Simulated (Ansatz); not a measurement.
Ansatz results at the PBE0-D4/def2-TZVP geometry: size of the dipole moment (PBE/def2-TZVPP) 1.08 D; LUMO energy (ωB97M-V/def2-TZVPP) 0.10 eV; HOMO–LUMO gap (B3LYP/def2-TZVPP) 5.60 eV.

Task: Which molecule gave them?
A. `C[CH]([AlH2])[GeH3]`
B. `[Cl][GeH2][SiH2]Br`
C. `BCC(=N)N`
D. `[NH2][GeH]([OH])[F]`

Result: A. The others give `[Cl][GeH2][SiH2]Br`: 2.22, 0.77, 6.56; `[NH2][GeH]([OH])[F]`: 0.87, 2.06, 7.93; `BCC(=N)N`: 2.81, 0.35, 4.99.

B3LYP here is the variant with VWN-RPA as its local correlation; programs differ in this.
